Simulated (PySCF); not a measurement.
Species: CH8BPS.
Numbering: `[CH3:1][S:2][BH2-:3][PH3+:4]`

Geometry (PBE0-D3(BJ)/def2-SVP, Å), atoms numbered from 1 in this order:
```xyz
12
CH8BPS angstrom
C      1.9431    0.3603    0.2656
S      1.0063   -0.1726   -1.1932
B     -0.4214   -1.1242   -0.4019
P     -1.6729    0.3455   -0.0243
H      2.8157    0.9297   -0.0834
H      2.2901   -0.5093    0.8422
H      1.3532    1.0117    0.9300
H     -1.0047   -1.8130   -1.2177
H     -0.1721   -1.6697    0.6575
H     -2.9241    0.1920    0.6429
H     -2.0842    1.0422   -1.1827
H     -1.1278    1.4058    0.7380
```

Theory: PySCF 2.14.0, delta-SCF UKS SCAN, pcX-2 on the ionised atom, pcseg-1 elsewhere, spin-free X2C. Every row has its own mixed basis.

| ionised atom | basis functions | E(ground) (Eh) | E(ionised) (Eh) |
| --- | --- | --- | --- |
| B3 | 135 | -809.04359 | -801.89303 |
| C1 | 135 | -809.04955 | -798.36213 |
| P4 | 146 | -809.13499 | -730.06033 |
| S2 | 146 | -809.18397 | -718.19715 |

Problem. Turn these total energies into binding energies.

Solution. E(ionised) − E(ground), at 27.2114 eV a hartree:

```csv
atom,environment,difference (Eh),binding energy (eV)
B3,four-coordinate boron,7.15056,194.58
C1,S-methyl carbon,10.68742,290.82
P4,phosphorus bonded to B and 3 H,79.07466,2151.73
S2,sulfur bonded to B and C,90.98682,2475.88
```

Problem. How much do the ground-state energies differ, and what would follow from using one of them for all holes?

Solution. They run from -809.1840 Eh (core basis on S2) to -809.0436 Eh (on B3), 0.1404 Eh or 3.82 eV apart, for one and the same state in different bases and grids. Pairing the ion of B3 with the ground state of S2 would put its binding energy 3.82 eV too high.

Only 1s holes are shown. The structure is a single PBE0-D3(BJ)/def2-SVP conformer in the gas phase; no vibrational or solvent corrections.

On one thread, Arm Neoverse V1, no GPU, shared host, this took 39 s.
